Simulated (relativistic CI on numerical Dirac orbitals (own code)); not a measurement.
Ligand-field terms of d1

Computed with a parametric ligand-field model of a d^n configuration (Racah B and C, spin-orbit zeta, crystal field), exact diagonalisation.

Field parameters in Wybourne normalisation: D4h B²₀ = −7Ds, B⁴₀ = 21(Dq − Dt), B⁴₄ = 21√(5/14) Dq; Oh B⁴₀ = 21Dq, B⁴₄ = √(5/14) B⁴₀. The field is a parameter set, without covalency.

Q: Ground term and bands for B = 740, C = 3670, ζ = 0 cm⁻¹, Oh, 10Dq = 8500 cm⁻¹?

A: Ground term 2T2 with 0.00 electrons in the two orbitals of the cubic e set. Spin-allowed: 2E 8500 cm⁻¹ (1176 nm). Lowest spin-forbidden: none.

Q: Ground term and bands for B = 800, C = 3770, ζ = 0 cm⁻¹, D4h, 10Dq = 20050, Ds = 3000, Dt = -570 cm⁻¹?

A: Ground term 2E with 0.00 electrons in the two orbitals of the cubic e set. Spin-allowed: 2B2 11850 cm⁻¹ (844 nm), 2A1 22750 cm⁻¹ (440 nm), 2B1 31900 cm⁻¹ (313 nm). Lowest spin-forbidden: none.

Q: Ground term and bands for B = 540, C = 2420, ζ = 0 cm⁻¹, Oh, 10Dq = 5500 cm⁻¹?

A: Ground term 2T2 with 0.00 electrons in the two orbitals of the cubic e set. Spin-allowed: 2E 5500 cm⁻¹ (1818 nm). Lowest spin-forbidden: none.

Q: Ground term and bands for B = 470, C = 2290, ζ = 0 cm⁻¹, Oh, 10Dq = 5000 cm⁻¹?

A: Ground term 2T2 with 0.00 electrons in the two orbitals of the cubic e set. Spin-allowed: 2E 5000 cm⁻¹ (2000 nm). Lowest spin-forbidden: none.

Q: Ground term and bands for B = 930, C = 3430, ζ = 0 cm⁻¹, Oh, 10Dq = 25300 cm⁻¹?

A: Ground term 2T2 with 0.00 electrons in the two orbitals of the cubic e set. Spin-allowed: 2E 25300 cm⁻¹ (395 nm). Lowest spin-forbidden: none.
